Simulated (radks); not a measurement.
Species: Ti+. Configuration: [Ar] 3d2 4p1 (not the ground configuration). All-electron calculation, scalar-relativistic Kohn-Sham, LDA (Slater exchange, Perdew-Wang correlation), spin-polarised, spherical densities, point nucleus; open shells are filled with parallel spins first. Program: a radial shooting solver on a logarithmic mesh with Libxc functionals.

Radial electron density D(r) = 4 pi r^2 rho(r):

r (bohr)  D(r) (e/bohr)   spin D(r)
0.004511          1.590  -0.0000857
0.005168          2.021   -0.000109
0.005921          2.557   -0.000137
0.006784          3.220   -0.000172
0.007772          4.033   -0.000214
0.008904          5.019   -0.000265
0.01028           6.278   -0.000329
0.01178           7.689   -0.000398
0.0135            9.329   -0.000474
0.01546           11.20   -0.000556
0.01772           13.27   -0.000638
0.0203            15.51   -0.000711
0.02326           17.84   -0.000763
0.02664           20.15   -0.000774
0.03052           22.30   -0.000718
0.03497           24.11   -0.000561
0.04007           25.41   -0.000260
0.0459            26.05    0.000236
0.05259           25.94    0.000984
0.06025           25.09     0.00204
0.06903           23.67     0.00346
0.07909           21.99     0.00531
0.09061           20.49     0.00765
0.1038            19.64      0.0106
0.1189            19.79      0.0144
0.1363            21.07      0.0194
0.1561            23.23      0.0267
0.1803            25.79      0.0387
0.2065            27.56      0.0569
0.2366            27.85      0.0858
0.2711            26.18       0.131
0.3106            22.65       0.199
0.3559            17.99       0.296
0.4077            13.36       0.426
0.4671            9.877       0.588
0.5351            8.191       0.776
0.6131            8.208       0.970
0.7024            9.179        1.14
0.8048            10.10        1.27
0.922             10.20        1.31
1.056             9.233        1.28
1.21              7.457        1.18
1.387             5.398        1.04
1.588             3.541       0.886
1.82              2.159       0.752
2.085             1.292       0.647
2.389            0.8241       0.572
2.737            0.5973       0.515
3.161            0.4731       0.452
3.621            0.3834       0.379
4.149            0.2901       0.289
4.753            0.1951       0.195
5.445            0.1128       0.113
6.239           0.05462      0.0546
7.148           0.02157      0.0216
8.189          0.006782     0.00678
9.382          0.001654     0.00165
10.75         0.0003041    0.000304

D(r) has 3 maxima, at r = 0.0482, 0.226, 0.872 bohr, and minima at 0.109, 0.571 bohr, inside which lie 2.13, 10.46 electrons.
